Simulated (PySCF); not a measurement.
**Radial density of Sn(2+) (tin, charge +2)**

r2SCANh, [Kr] 4d9 5s2 5p1, one real determinant (an excited configuration). Computed with PySCF 2.14 in x2c-QZVPPall with one added diffuse shell each of s, p, d, f type (14s10p8d5f1g, 128 functions), with the spin-free X2C one-electron Hamiltonian (Gaussian nucleus).

| r (bohr) | 4πr²ρ (e/bohr) | 4πr²(ρα − ρβ) |
| --- | --- | --- |
| 0.0304 | 58.74 | 0.0085 |
| 0.0511 | 60.00 | 0.0262 |
| 0.0859 | 82.33 | 0.0731 |
| 0.145 | 61.12 | 0.2388 |
| 0.243 | 66.76 | 0.3164 |
| 0.409 | 36.95 | 0.0018 |
| 0.688 | 22.34 | 0.9969 |
| 1.16 | 13.11 | 0.8633 |
| 1.95 | 2.963 | 0.6014 |
| 3.27 | 0.5504 | 0.2522 |
| 5.51 | 0.01041 | 0.0077 |

Densities and radii are taken from the X2C orbitals without a picture-change correction, which distorts them close to the nucleus.

⟨L²⟩ = 8.02 against 12 for a pure F term, so this real determinant mixes terms.
